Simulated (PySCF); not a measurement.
Computed shifts of a molecule GeH6O2Si, PySCF with PBE0/pcSseg-1, GIAO, gas phase, atoms alike by connectivity averaged where their shifts nearly agree, in ppm (number of nuclei): ²⁹Si: -29.5 (1). ¹H: 5.60 (2), 5.56 (2), 4.09 (1), 0.42 (1). References: ¹⁷O against H2O (σ = 334.2 ppm); ²⁹Si against TMS (σ = 352.7 ppm); ⁷³Ge against GeH4 (σ = 1658.3 ppm); ¹H against TMS (σ = 31.56 ppm), references at their B3LYP-D3(BJ)/def2-TZVP geometries, non-relativistic. The structure is a stationary point at B3LYP-D3(BJ)/def2-SVP. The values are those of a single conformer.

Q: Identify the compound among the candidates.
A. O[SiH2][O][GeH3]
B. [OH][GeH]([OH])[SiH3]
C. O[SiH2][GeH2][OH]
D. [OH][GeH2][O][SiH3]

A: C, O[SiH2][GeH2][OH]
